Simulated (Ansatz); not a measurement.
Mulliken charges of CH₅BClNO, SMILES `NCB(O)Cl` from r2SCAN/def2-TZVPP in Ansatz (PBE0-D4/def2-TZVP geometry).

| atom | x (Å) | y (Å) | z (Å) | charge (e) |
| --- | --- | --- | --- | --- |
| N1 | -0.264 | 1.362 | 0.774 | -0.363 |
| C2 | -0.415 | -0.021 | 0.363 | -0.051 |
| B3 | 0.561 | -0.482 | -0.779 | 0.288 |
| O4 | 0.307 | -1.513 | -1.610 | -0.262 |
| Cl5 | 2.133 | 0.300 | -0.980 | -0.186 |
| H6 | 0.714 | 1.612 | 0.836 | 0.137 |
| H7 | -0.685 | 1.529 | 1.678 | 0.130 |
| H8 | -0.256 | -0.755 | 1.179 | 0.064 |
| H9 | -1.447 | -0.188 | 0.026 | 0.034 |
| H10 | -0.566 | -1.895 | -1.483 | 0.210 |

Q: By hand: the dipole of these point charges (1 e Å = 4.8032 D).

A: Σ q r = (-0.374, -0.325, 0.178) e Å, of length 0.526 e Å = 2.53 D.

Q: How does the dipole of the full density compare? (Best estimate.)

A: Ansatz gave: (-0.404, -0.277, 0.349) e Å, 2.89 D; the point charges give 0.88 times that, at 17° from its direction.

Point charges leave out the atoms' own dipoles, such as those of lone pairs, and Mulliken's split depends on the basis, so the close match here is no proof of good charges.
